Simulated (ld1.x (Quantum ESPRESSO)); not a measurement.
# Ga: excitation energies, all-electron against RRKJ

- Element: gallium
- Generator: ld1.x (Quantum ESPRESSO) 7.5
- Type: norm-conserving RRKJ (Kleinman–Bylander form)
- Functional: revPBE
- Relativity: scalar-relativistic
- Frozen core: [Ar]
- Valence charge: 13
- Reference configuration: 3d10 4s2 4p1
- Partial waves: 4p (bound): rc 2.85 bohr; 3d (bound): rc 0.90 bohr; 4s (bound): rc 2.00 bohr
- Local potential: the s channel
- Core correction: a·sin(br)/r model core inside 0.60 bohr
- rho0: 0.005

Energies are relative to the spin-unpolarised reference configuration 3d10 4s2 4p1; without spin polarisation the order of configurations can differ from experiment. Not all tests gave a result: 1 of 7 tests not solved or not reliable.

```json
{"valence configuration": "3d10 4s2 4p0", "charge": "+1", "ΔE all-electron (eV)": "5.623", "error AE − PS (meV)": "-0.7"}
{"valence configuration": "3d10 4s0 4p0", "charge": "+3", "ΔE all-electron (eV)": "57.664", "error AE − PS (meV)": "-75"}
{"valence configuration": "3d9 4s0 4p0", "charge": "+4", "ΔE all-electron (eV)": "121.424", "error AE − PS (meV)": "-675"}
{"valence configuration": "3d10 4s1 4p1", "charge": "+1", "ΔE all-electron (eV)": "12.972", "error AE − PS (meV)": "-5.5"}
{"valence configuration": "3d10 4s2 4p1.3", "charge": "-0.3", "ΔE all-electron (eV)": "-0.520", "error AE − PS (meV)": "+0.1"}
```

What are ΔE and the potential's error for 3d10 4s2 4p0.5?

ΔE = 2.001 eV all-electron; the error (AE − PS) is -0.2 meV.
